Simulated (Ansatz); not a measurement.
A structure relaxed at PBE0-D4/def2-TZVPD in Ansatz, charge -1, singlet:

```
atom    x (Å)    y (Å)    z (Å)
 Li1  -0.7575   1.0576  -1.3154
 Li2   0.5582  -1.3688  -1.7417
 Li3  -1.0842  -0.9455   0.5525
 Li4  -0.8687   1.8141   1.2345
 Li5   1.1873  -1.9899   0.5892
 Li6   1.4475   0.4737   0.2545
  H7  -0.2714  -0.0970  -2.5484
  H8   2.0867  -1.0693  -0.6460
  H9  -1.8355   0.5580   0.0673
 H10  -0.2636  -2.3905  -0.3645
 H11   0.4681   1.8413  -0.2203
 H12   0.5232  -0.6127   1.4844
 H13  -1.1902   2.7290   2.6538
```

Task: Give its formula and point group.

Result: Li₆H₇⁻. Point group Cs (tolerance 0.1 Å).

Task: Summarise the bond lengths by kind (pairs closer than 1.2 times the sum of covalent radii, bridged metal pairs left out).

Result: 3 × Li–Li 2.66 to 2.85 Å; 16 × H–Li 1.72 to 1.90 Å.

Another isomer (singlet) lies 0.48 eV lower at PBE0-D4/def2-TZVPD; other spin states weren't run for this one.
